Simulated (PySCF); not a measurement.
Method: PBE-D3(BJ)/def2-TZVP // PBE0-D3(BJ)/def2-TZVP (PySCF). All species are isolated molecules in the gas phase. Excitations are Tamm–Dancoff values on a coarser integration grid. The basis has no diffuse functions, so Rydberg states are missing or too high.

Reference species (SMILES): `FC1=CC=C[SiH2]1` (neutral, multiplicity 1).

| Property | Result |
|---|---|
| S1–T1 gap (TDA) | 1.70 eV |
| HOMO–LUMO gap | 3.17 eV |
| brightest of the four lowest singlets (TDA) | 4.29 eV |
| S1 oscillator strength | 0.077 |

Changed species: `[SiH2]1C=CC(F)=C1`.

Q: Predict the effect on the S1–T1 gap (TDA), HOMO–LUMO gap, brightest of the four lowest singlets (TDA) and S1 oscillator strength.

A: the S1–T1 gap (TDA) decreases by 0.05 eV, to 1.65 eV; the HOMO–LUMO gap rises by 0.24 eV, to 3.41 eV; the brightest of the four lowest singlets (TDA) rises by 1.55 eV, to 5.84 eV; the S1 oscillator strength falls by 0.013, to 0.064.
